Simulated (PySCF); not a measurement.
hydrogen atom (H), doublet; PySCF with PBE/def2-SVP.

Input for PySCF:
```python
from pyscf import gto, scf, dft

mol = gto.Mole()
mol.atom = '''
    H     0.000000    0.000000    0.000000
'''
mol.basis = 'def2-svp'
mol.charge = 0
mol.spin = 1
mol.verbose = 4
mol.build()

mf = dft.UKS(mol)
mf.xc = 'pbe'
mf.conv_tol = 1e-4
mf.kernel()
mf.analyze()
```

It wrote (shortened):

```
PySCF version 2.14.0

[INPUT] verbose = 4
[INPUT] num. atoms = 1
[INPUT] num. electrons = 1
[INPUT] charge = 0
[INPUT] spin (= nelec alpha-beta = 2S) = 1
[INPUT] symmetry False subgroup None
[INPUT] Mole.unit = angstrom
[INPUT] Symbol           X                Y                Z      unit          X                Y                Z       unit  Magmom
[INPUT]  1 H      0.000000000000   0.000000000000   0.000000000000 AA    0.000000000000   0.000000000000   0.000000000000 Bohr   0.0

nuclear repulsion = 0
number of shells = 3
number of NR pGTOs = 7
number of NR cGTOs = 5
basis = def2-svp
ecp = {}

******** <class 'pyscf.dft.uks.UKS'> ********
method = UKS
initial guess = minao
damping factor = 0
level_shift factor = 0
DIIS = <class 'pyscf.scf.diis.CDIIS'>
diis_start_cycle = 1
diis_space = 8
diis_damp = 0
SCF conv_tol = 0.0001
SCF conv_tol_grad = None
SCF max_cycles = 50
direct_scf = True
direct_scf_tol = 1e-13
number electrons alpha = 1  beta = 0
XC library pyscf.dft.libxc version 7.1.2
    S. Lehtola, C. Steigemann, M. J. T. Oliveira, and M. A. L. Marques,  SoftwareX 7, 1–5 (2018)
XC functionals = pbe
    J. P. Perdew, K. Burke, and M. Ernzerhof,  Phys. Rev. Lett. 77, 3865 (1996)
    J. P. Perdew, K. Burke, and M. Ernzerhof,  Phys. Rev. Lett. 78, 1396 (1997)
    J. P. Perdew, K. Burke, and M. Ernzerhof,  Phys. Rev. Lett. 77, 3865 (1996)
    J. P. Perdew, K. Burke, and M. Ernzerhof,  Phys. Rev. Lett. 78, 1396 (1997)
radial grids:
    Treutler-Ahlrichs [JCP 102, 346 (1995); DOI:10.1063/1.469408] (M4) radial grids

becke partition: Becke, JCP 88, 2547 (1988); DOI:10.1063/1.454033
pruning grids: <function nwchem_prune>
grids dens level: 3
symmetrized grids: False
atomic radii adjust function: <function treutler_atomic_radii_adjust>
small_rho_cutoff = 0
Set gradient conv threshold to 0.01
tot grids = 9808
init E= -0.446939803836028

cycle= 1 E= -0.496181583216816  delta_E= -0.0492  |g|= 0.0421  |ddm|= 0.46
cycle= 2 E= -0.498603061814383  delta_E= -0.00242  |g|= 0.00439  |ddm|= 0.124
cycle= 3 E= -0.498629443256227  delta_E= -2.64e-05  |g|= 4.65e-05  |ddm|= 0.0118
Extra cycle  E= -0.498629446177924  delta_E= -2.92e-09  |g|= 5.38e-06  |ddm|= 0.000138
converged SCF energy = -0.498629446177924  <S^2> = 0.75  2S+1 = 2
**** SCF Summaries ****
Total Energy =                          -0.498629446177924
Nuclear Repulsion Energy =               0.000000000000000
One-electron Energy =                   -0.499262554340727
Two-electron Energy =                    0.000633108162804
Two-electron Coulomb Energy =            0.310875448267525
DFT Exchange-Correlation Energy =       -0.310242340104721
**** MO energy ****
                             alpha | beta                alpha | beta
MO #1   energy= -0.274842906595337 | 4.5849692315534    occ= 1 | 0
MO #2   energy= 0.379983185250207  | 35.6460024195964   occ= 0 | 0
MO #3   energy= 1.28586163785091   | 35.6460028657959   occ= 0 | 0
MO #4   energy= 1.28586163785091   | 35.6460050176641   occ= 0 | 0
MO #5   energy= 1.28586163785091   | 46.4219970326712   occ= 0 | 0

To work with the spin densities directly, `use mulliken_meta_spin()` only printing them here.

 ** Mulliken spin pop alpha/beta on meta-lowdin orthogonal AOs **
 ** Mulliken Spin Density (per AO)  **
spin_pop of  0 H 1s        0.99419
spin_pop of  0 H 2s        0.00581
spin_pop of  0 H 2px       0.00000
spin_pop of  0 H 2py       0.00000
spin_pop of  0 H 2pz       0.00000
 ** Mulliken Spin Density (per atom)  **
spin density of  0 H =      1.00000
 ** Mulliken pop alpha/beta on meta-lowdin orthogonal AOs **
 ** Mulliken pop       alpha | beta **
pop of  0 H 1s        0.99419 | 0.00000
pop of  0 H 2s        0.00581 | 0.00000
pop of  0 H 2px       0.00000 | 0.00000
pop of  0 H 2py       0.00000 | 0.00000
pop of  0 H 2pz       0.00000 | 0.00000
In total             1.00000 | 0.00000
 ** Mulliken atomic charges   ( Nelec_alpha | Nelec_beta ) **
charge of  0H =      0.00000  (     1.00000      0.00000 )
Dipole moment(X, Y, Z, Debye): -0.00000, -0.00000, -0.00000
```
